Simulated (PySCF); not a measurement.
H10NSi3, SMILES [SiH3][NH+]([SiH3])[SiH3], charge +1. The structure is a stationary point at PBE-D3(BJ)/def2-SVP. The isomer is the one that the SMILES or the coordinates give; other isomers of the formula were not compared.

Computed equilibrium geometry at PBE-D3(BJ)/def2-SVP (PySCF confirms it by a frequency run) as bond lengths and angles, and its point group:
point group C3.
Atoms: Si1 N2 Si3 Si4 H5 H6 H7 H8 H9 H10 H11 H12 H13 H14. Bonds (Å): Si1–N2 1.893, Si1–H5 1.494, Si1–H6 1.493, Si1–H7 1.492, N2–Si3 1.893, N2–Si4 1.893, N2–H8 1.038, Si3–H9 1.492, Si3–H10 1.493, Si3–H11 1.494, Si4–H12 1.492, Si4–H13 1.494, Si4–H14 1.493. Bond angles (°): N2–Si1–H5 104.8, N2–Si1–H6 103.1, N2–Si1–H7 104.9, H5–Si1–H6 113.7, H5–Si1–H7 114.4, H6–Si1–H7 114.2, Si1–N2–Si3 111.8, Si1–N2–Si4 111.8, Si1–N2–H8 107.0, Si3–N2–Si4 111.8, Si3–N2–H8 107.0, Si4–N2–H8 107.0, N2–Si3–H9 104.9, N2–Si3–H10 103.1, N2–Si3–H11 104.8, H9–Si3–H10 114.2, H9–Si3–H11 114.4, H10–Si3–H11 113.7, N2–Si4–H12 104.9, N2–Si4–H13 104.8, N2–Si4–H14 103.1, H12–Si4–H13 114.4, H12–Si4–H14 114.2, H13–Si4–H14 113.7.
Charge +1, spin multiplicity 1.
